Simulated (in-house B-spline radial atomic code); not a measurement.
What moves the levels of the osmium ion Os⁺ ([Xe] 4f14 5d6 6s1)? Computed with a radial B-spline atomic code at the basis-set limit: Dirac-Hartree-Fock, average of configuration, Fermi nucleus of rms radius 5.4126 fm.

Baseline run (computed): total energy -17270.7645 hartree, 1s1/2 at -2732.672 hartree, 6s1/2 at -15.419 eV with <r> = 2.912 bohr.

Scaling the speed of light c (a factor of 100 is close to the non-relativistic limit):

```json
{"c/c0": "0.95", "ΔE (hartree)": "-128.2", "6s1/2 level (eV)": "-15.7231", "6s1/2 <r> (bohr)": "2.87"}
{"c/c0": "0.98", "ΔE (hartree)": "-48.283", "6s1/2 level (eV)": "-15.5323", "6s1/2 <r> (bohr)": "2.896"}
{"c/c0": "1.02", "ΔE (hartree)": "44.771", "6s1/2 level (eV)": "-15.315", "6s1/2 <r> (bohr)": "2.927"}
{"c/c0": "3", "ΔE (hartree)": "886.66", "6s1/2 level (eV)": "-13.5725", "6s1/2 <r> (bohr)": "3.223"}
{"c/c0": "100", "ΔE (hartree)": "980.89", "6s1/2 level (eV)": "-13.401", "6s1/2 <r> (bohr)": "3.258"}
```

Changing the nucleus:

```tsv
nucleus	ΔE (eV)
Gaussian nucleus of rms radius 5.4126 fm	-0.627
uniform spherical nucleus of rms radius 5.4126 fm	0.153
Gaussian nucleus of rms radius 0.01 fm	-85.7
Fermi nucleus of rms radius 5.3043 fm	-2.81
Fermi nucleus of rms radius 5.5209 fm	2.85
```

A larger nucleus binds the electrons less, roughly as the density at the nucleus times the change of the nuclear <r²>. At equal rms radius the shape enters only through higher moments. A radius of 0.01 fm is nearly a point.

Question: The nuclear charge is raised by 0.1. What does the Hellmann-Feynman theorem predict for the energy, and what is found?

Answer: dE/dZ ≈ -Σ<1/r>, which is -569.143 at the start and -570.318 at the end; their mean times 0.1 is -56.973 hartree, and the two runs differ by -56.969 hartree.
